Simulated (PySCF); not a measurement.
Ru¹³⁺: ionisation energy

Ru¹³⁺ [Ar] 3d10 4s2 4p1 [4p1/2^1, M_J = 1/2] → Ru¹⁴⁺ [Ar] 3d10 4s2, as a difference of total energies. Calculation: PySCF 2.14, in an uncontracted even-tempered set (18 s from 0.58 bohr⁻², ratio 2.8; 14 p from 0.75 bohr⁻², ratio 2.8; 9 d from 1.3 bohr⁻², ratio 2.8; 4 f from 4.3 bohr⁻², ratio 3); the two-component X2C-1e Hamiltonian. Correlated levels: [Ne] frozen; the 82 highest virtual spinors dropped. "Screened" scales the spin-orbit matrix elements by Boettger's factors to mimic the two-electron term; Breit and QED terms are absent.

| method | ionisation energy (eV) |
| --- | --- |
| GHF (screened spin-orbit) | 295.29 |
| GMP2 (screened spin-orbit) | 295.97 |

How much does correlation contribute at GMP2 (screened spin-orbit)?

295.97 − (295.29) = 0.68 eV, measured against GHF (screened spin-orbit).

Breit and QED terms and the two-electron picture change are absent.

For comparison: 295.9 ± 0.09 eV (semi-empirical (NIST evaluation); NIST Atomic Spectra Database, ionization energies).
